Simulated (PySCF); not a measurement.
A geometry optimisation, step by step.

Species: C₂H₁₀Ge₂.
Atom-mapped SMILES: `[CH3:1][GeH:2]([CH3:3])[GeH3:4]` (hydrogens: H5, H6, H7 on C1; H8 on Ge2; H9, H10, H11 on C3; H12, H13, H14 on Ge4)

Computed by this run: PBE0-D3(BJ)/def2-SVP geometry optimisation, gas phase in PySCF; density fitting, grid level 1; the optimiser is geomeTRIC in internal coordinates, started from a GFN2-xTB structure with every atom displaced at random (about 0.01 Å). The frame can shift and turn from step to step; on so coarse a grid that alone can change the energy by a few meV, and forces under 0.02 eV/Å are noise.

Step 0: E = -115241.3269 eV, largest atomic force 1.650 eV/Å
```
atom  x, y, z in Å  |  force x, y, z in eV/Å
C1     -1.365   -1.402    0.010   -0.756   1.402  -0.419
Ge2    -0.202    0.106   -0.536   -0.251   0.048   0.414
C3     -0.777    1.774    0.366    1.298  -0.724   0.716
Ge4     2.128   -0.423   -0.068   -1.077   0.186   0.027
H5     -1.144   -2.295   -0.543    0.289  -0.782  -0.406
H6     -2.430   -1.130   -0.192    0.524  -0.101   0.077
H7     -1.266   -1.575    1.070    0.128  -0.224   0.707
H8     -0.349    0.327   -2.036   -0.043   0.017  -0.422
H9     -1.774    2.052    0.116   -1.237   0.241  -0.454
H10    -0.107    2.603    0.126    0.149   0.142  -0.172
H11    -0.733    1.643    1.462   -0.001  -0.050  -0.132
H12     2.945   -0.758   -1.252    0.556  -0.234  -1.146
H13     2.227   -1.605    0.830   -0.047  -0.895   0.677
H14     2.840    0.667    0.640    0.466   0.974   0.532
```

Step 1: E = -115241.4923 eV, largest atomic force 0.437 eV/Å
```
atom  x, y, z in Å  |  force x, y, z in eV/Å
C1     -1.574   -1.180   -0.046    0.107  -0.232   0.000
Ge2    -0.185    0.098   -0.555   -0.004   0.074  -0.129
C3     -0.507    1.791    0.374   -0.374   0.132  -0.096
Ge4     2.053   -0.668    0.019    0.376  -0.106   0.060
H5     -1.437   -2.130   -0.594   -0.079   0.148   0.114
H6     -2.568   -0.770   -0.284    0.022  -0.026   0.002
H7     -1.523   -1.389    1.035   -0.029   0.008  -0.094
H8     -0.275    0.336   -2.091    0.053  -0.018   0.156
H9     -1.531    2.147    0.136    0.285  -0.054   0.067
H10     0.212    2.567    0.078    0.021  -0.009  -0.039
H11    -0.438    1.656    1.462    0.015  -0.040   0.054
H12     2.891   -1.034   -1.254   -0.205   0.084   0.350
H13     2.063   -1.916    0.971   -0.038   0.347  -0.262
H14     2.799    0.495    0.762   -0.148  -0.308  -0.182
```

Step 2: E = -115241.5160 eV, largest atomic force 0.109 eV/Å
```
atom  x, y, z in Å  |  force x, y, z in eV/Å
C1     -1.562   -1.191   -0.046    0.079  -0.040  -0.007
Ge2    -0.184    0.105   -0.555   -0.025   0.026   0.025
C3     -0.517    1.799    0.372   -0.108   0.018   0.000
Ge4     2.052   -0.661    0.017    0.060   0.007  -0.005
H5     -1.426   -2.138   -0.587   -0.014   0.006   0.007
H6     -2.558   -0.790   -0.284   -0.011   0.001  -0.002
H7     -1.514   -1.398    1.033   -0.006   0.008   0.000
H8     -0.263    0.341   -2.081    0.014   0.003  -0.008
H9     -1.531    2.159    0.136    0.041   0.003   0.009
H10     0.206    2.571    0.072    0.017  -0.018  -0.011
H11    -0.445    1.660    1.461    0.013  -0.008  -0.010
H12     2.881   -1.034   -1.231   -0.025   0.004   0.030
H13     2.038   -1.890    0.952   -0.034   0.020  -0.011
H14     2.803    0.471    0.755   -0.001  -0.030  -0.018
```

Step 3: E = -115241.5181 eV, largest atomic force 0.035 eV/Å
```
atom  x, y, z in Å  |  force x, y, z in eV/Å
C1     -1.549   -1.197   -0.046    0.025  -0.015  -0.006
Ge2    -0.184    0.111   -0.555   -0.008   0.028   0.010
C3     -0.527    1.804    0.370   -0.027  -0.005   0.004
Ge4     2.050   -0.657    0.018   -0.004   0.017  -0.004
H5     -1.409   -2.144   -0.585    0.001  -0.010  -0.004
H6     -2.549   -0.804   -0.284   -0.004  -0.004   0.002
H7     -1.500   -1.401    1.034    0.000   0.005   0.007
H8     -0.259    0.347   -2.082    0.003   0.003  -0.007
H9     -1.539    2.166    0.135   -0.008   0.008  -0.004
H10     0.198    2.573    0.069    0.009  -0.008  -0.001
H11    -0.453    1.664    1.459    0.007   0.000  -0.004
H12     2.874   -1.040   -1.225    0.007  -0.011  -0.019
H13     2.014   -1.883    0.951   -0.019  -0.020   0.021
H14     2.811    0.464    0.756    0.020   0.011   0.007
```

Step 4: E = -115241.5195 eV, largest atomic force 0.036 eV/Å
```
atom  x, y, z in Å  |  force x, y, z in eV/Å
C1     -1.531   -1.205   -0.047   -0.016   0.005  -0.005
Ge2    -0.184    0.121   -0.557    0.004   0.017  -0.004
C3     -0.543    1.811    0.368    0.031  -0.018   0.004
Ge4     2.048   -0.650    0.021   -0.032   0.010   0.003
H5     -1.380   -2.152   -0.585    0.013  -0.009  -0.005
H6     -2.537   -0.827   -0.284    0.001  -0.005   0.002
H7     -1.479   -1.406    1.033    0.005   0.000   0.005
H8     -0.254    0.355   -2.084   -0.005   0.002  -0.002
H9     -1.553    2.173    0.131   -0.025   0.003  -0.009
H10     0.184    2.579    0.066   -0.003   0.004   0.005
H11    -0.467    1.671    1.456   -0.004   0.006   0.000
H12     2.866   -1.052   -1.220    0.015  -0.014  -0.023
H13     1.982   -1.874    0.956    0.000  -0.018   0.021
H14     2.827    0.457    0.758    0.018   0.018   0.010
```

Step 5: E = -115241.5199 eV, largest atomic force 0.034 eV/Å
```
atom  x, y, z in Å  |  force x, y, z in eV/Å
C1     -1.520   -1.210   -0.049   -0.022   0.007  -0.002
Ge2    -0.184    0.128   -0.558    0.009   0.006  -0.008
C3     -0.553    1.816    0.366    0.032  -0.011   0.003
Ge4     2.047   -0.646    0.025   -0.022   0.000   0.003
H5     -1.358   -2.156   -0.586    0.011  -0.003  -0.001
H6     -2.530   -0.843   -0.286    0.003  -0.005   0.000
H7     -1.466   -1.410    1.031    0.004  -0.002   0.001
H8     -0.253    0.360   -2.085   -0.005   0.003   0.002
H9     -1.564    2.175    0.126   -0.014  -0.002  -0.006
H10     0.173    2.585    0.066   -0.007   0.006   0.003
H11    -0.479    1.676    1.455   -0.008   0.004   0.001
H12     2.862   -1.063   -1.215    0.006  -0.009  -0.007
H13     1.967   -1.866    0.966    0.007  -0.003   0.011
H14     2.837    0.457    0.758    0.006   0.009   0.001
```

Step 6: E = -115241.5202 eV, largest atomic force under 0.02 eV/Å
```
atom  x, y, z in Å  |  force x, y, z in eV/Å
C1     -1.508   -1.216   -0.052   -0.013   0.005   0.000
Ge2    -0.183    0.134   -0.559    0.008  -0.008  -0.005
C3     -0.564    1.819    0.364    0.015  -0.001   0.003
Ge4     2.046   -0.641    0.030   -0.003  -0.007   0.001
H5     -1.334   -2.160   -0.588    0.004   0.002   0.002
H6     -2.522   -0.861   -0.291    0.002  -0.003  -0.003
H7     -1.453   -1.414    1.029    0.001  -0.003  -0.003
H8     -0.251    0.364   -2.087   -0.001   0.005   0.004
H9     -1.577    2.172    0.119    0.001  -0.005  -0.002
H10     0.159    2.593    0.068   -0.007   0.004   0.000
H11    -0.495    1.680    1.453   -0.008   0.000   0.001
H12     2.857   -1.077   -1.207   -0.004  -0.003   0.009
H13     1.957   -1.853    0.983    0.009   0.012   0.001
H14     2.847    0.462    0.753   -0.005   0.001  -0.007
```

Problem. Summarise the path.

Solution. The energy falls by 4.46 kcal/mol from step 0 to step 6; nine tenths of that is first reached at step 2. It falls at every step. The largest force goes from 1.650 to under 0.02 eV/Å. Among the bonds Ge4–H12 changes most, from 1.476 to 1.542 Å; the atoms move by 0.064 Å rms after alignment.

Problem. Follow the three bonds and two angles with the largest change from start to end.

Solution. 
```
step  E above end (kcal/mol)  largest force (eV/Å)  Ge4–H12 (Å)  Ge4–H14 (Å)  Ge4–H13 (Å)  Ge2–Ge4–H12 (°)  H5–C1–H7 (°)
   0                    4.46                 1.650        1.476        1.482        1.487            115.1         110.7
   1                    0.64                 0.437        1.568        1.568        1.570            111.9         108.5
   2                    0.10                 0.109        1.544        1.546        1.544            112.3         108.4
   3                    0.05                 0.035        1.540        1.542        1.541            112.3         108.4
   4                    0.02                 0.036        1.540        1.542        1.542            112.3         108.4
   5                    0.01                 0.034        1.541        1.542        1.543            112.2         108.5
   6                    0.00            under 0.02        1.542        1.543        1.544            112.2         108.4
```

What follows is the cost of the whole optimisation. Time: 77 s wall; peak memory 0.57 GiB. Hardware: Arm Neoverse V1, one thread, shared host with 32 logical CPUs at a one-minute load of 24.
